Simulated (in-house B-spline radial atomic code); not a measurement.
A fraction x of an electron is removed from 3d in neutral chromium, starting from [Ar] 3d5 4s1 and keeping the highest spin. Method: scalar-relativistic (X2C) LDA exchange-only, spin-polarised, spherical fractional occupations, Fermi nucleus of rms radius 3.6452 fm. Calculated with a radial B-spline atomic code at the basis-set limit.

```
   x  E(x) - E(0) (eV)  3d up level (eV)
   0            0.0000            -3.184
0.11            0.4046            -4.181
0.24            1.0288            -5.435
 0.3            1.3729            -6.039
0.45            2.3961            -7.620
 0.5            2.7907            -8.167
0.59            3.5711            -9.179
0.65                 ?                 ?
0.84            6.2328           -12.155
0.91                 ?                 ?
   1            8.3384           -14.180
```

Q: What belongs in the row x = 0.65?

A: An energy change of 4.1425 eV; 3d up at -9.871 eV.

Q: What belongs in the row x = 0.91?

A: An energy change of 7.1142 eV; 3d up at -13.029 eV.

Q: Check Janak's theorem between x = 0.11 and 0.24.

A: The slope of the energy is 4.80 eV; the orbital levels give 4.81 eV (-ε of the emptying orbital, averaged over the two points).
